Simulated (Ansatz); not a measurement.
Born–Oppenheimer molecular dynamics of C2H7NSSn (12 atoms, charge 0, multiplicity 1). It starts at the highest image of a converged band. Of that band: The profile has 2 maxima (images 2, 5) with wells between them (image 4): this band takes more than one step, which may be the mechanism or a detour left from its start path. Neighbouring images differ by up to 2.2 eV, so the band resolves the path poorly. A vibrational analysis at the climbing image gives one clearly imaginary mode, 780i cm⁻¹: a first-order saddle point.

All numbers below come from Ansatz 0.2.0, RKS PBE/def2-SVP.

```
ensemble                      : NVE (velocity Verlet)
time step                     : 0.5 fs
steps asked                   : 200
starting velocities drawn for : 300 K
seed                          : 6551
```

First frame:

```xyz
12
Properties=species:S:1:pos:R:3
C -0.142 1.333 2.044
N 0.388 0.269 1.212
C -0.121 -0.053 0.113
Sn 0.866 -1.695 -1.476
S -0.450 -0.581 -3.234
H 0.640 2.109 2.183
H -0.363 0.930 3.055
H -1.061 1.817 1.634
H -1.059 0.368 -0.342
H -0.120 -2.014 -0.084
H 2.316 -0.788 -1.239
H -0.816 -1.749 -3.832
```

What does the run give?

The run went to its last step.

```yaml
steps_done: 200
time_covered: 100 fs
mean_temperature_over_the_second_half: 1205 K
spread_of_the_potential_energy_over_the_second_half: 27.2 meV per atom
mean_potential_energy_of_the_second_half_above_the_start: -97.5 meV per atom
```

The conserved energy stayed within 1.1 meV per atom of its start (net change -0.093 meV per atom), so the integration is sound. The system heated up, since it started high on the potential surface and ran downhill. A run of 0.1 ps of so small a system gives no equilibrium averages. The orbitals stay closed-shell, which can raise the energy where a bond breaks towards radicals; this wasn't checked here.

What happens to the structure?

The step under study would form C3–H10 and break Sn4–H10. These pairs go: C3–H10 1.97 → 1.26 Å, Sn4–H10 1.73 → 4.04 Å. In the last frame they stand as after the step (other bonds may differ from the relaxed reactants and products). These pairs come and go: their bonding changes 14 times, last at 100 of 100 fs, so the outcome isn't settled. Also parted: C3–Sn4 2.49 → 4.13 Å. It ends as C2H5N + H2SSn. Pairs count as bonded within 1.25 times the sum of covalent radii (0.12 Å more for H–H). This is one draw of velocities; another would differ in detail.

How do temperature and energy run in time?


```
time (fs)  T (K)  potential energy less start (eV)  conserved less start (meV/atom)
      0.0    300                             0.000                             0.00
      3.0    197                             0.135                             0.12
      6.0    194                             0.138                             0.05
      9.0    217                             0.109                             0.14
     12.0    443                            -0.183                             0.10
     15.0    787                            -0.635                            -0.48
     18.0    341                            -0.050                             0.28
     21.0    761                            -0.596                             0.01
     24.0    469                            -0.218                             0.10
     27.0    425                            -0.160                             0.12
     30.0    668                            -0.474                             0.10
     33.0   1209                            -1.178                            -0.27
     36.0    676                            -0.474                             1.00
     39.0   1153                            -1.105                            -0.22
     42.0    665                            -0.470                             0.17
     45.0    827                            -0.680                             0.09
     48.0   1389                            -1.413                            -0.48
     51.0    943                            -0.825                             0.50
     54.0   1238                            -1.212                             0.03
     57.0    930                            -0.813                             0.09
     60.0   1250                            -1.226                             0.17
     63.0   1651                            -1.760                            -1.11
     66.0   1574                            -1.658                            -0.94
     69.0   1220                            -1.188                             0.09
     72.0    943                            -0.829                             0.20
     75.0   1475                            -1.522                            -0.21
     78.0   1005                            -0.902                             0.80
     81.0   1378                            -1.399                            -0.41
     84.0    743                            -0.569                             0.24
     87.0   1171                            -1.126                             0.00
     90.0   1292                            -1.286                            -0.35
     93.0   1478                            -1.532                            -0.73
     96.0    962                            -0.853                             0.19
     99.0   1141                            -1.086                             0.08
```

Time of the run: 7.1 min on 2 threads of Arm Neoverse V2 (shared host), peak memory 0.16 GiB.
